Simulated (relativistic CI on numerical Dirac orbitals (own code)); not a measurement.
## One change at a time: B V

Base calculation: Dirac-Coulomb-Breit CI, separate exchange-only KLI orbitals for each configuration, model QED (radiative potential, 1s self-energy scaled to tabulated hydrogen-like ionisation energies).

Configurations in the expansion: 1s, 2s, 2p, 3s, 3p, 3d, 4s, 4p, 4d, 4f, 5s, 5p, 5d, 5f, 5g, 6s, 6p, 6d. Levels of other configurations are missing.

Variants: (1) QED terms removed; (2) non-relativistic limit. Shifts of the energy above 1s 2S_1/2, in cm⁻¹, for the lowest level and the first level of each name with at least 55 % of one term (blank where a level changes its place among those of its configuration and J or its character, or is not in the variant):

```
     Level     Base  Δ(1)  Δ(2)
 1s 2S_1/2        0     0     0
2p 2P°_1/2  2057998  +102  -526
 2s 2S_1/2  2058012   +88  -540
2p 2P°_3/2  2058227  +101  -755
3p 2P°_1/2  2439196  +102  -711
 3s 2S_1/2  2439200   +98  -715
 3d 2D_3/2  2439263  +102  -778
3p 2P°_3/2  2439264  +101  -778
 3d 2D_5/2  2439286  +102  -801
4p 2P°_1/2  2572605  +102  -766
 4s 2S_1/2  2572607  +100  -767
 4d 2D_3/2  2572634  +102  -794
4p 2P°_3/2  2572634  +102  -794
4f 2F°_5/2  2572644  +102  -804
```
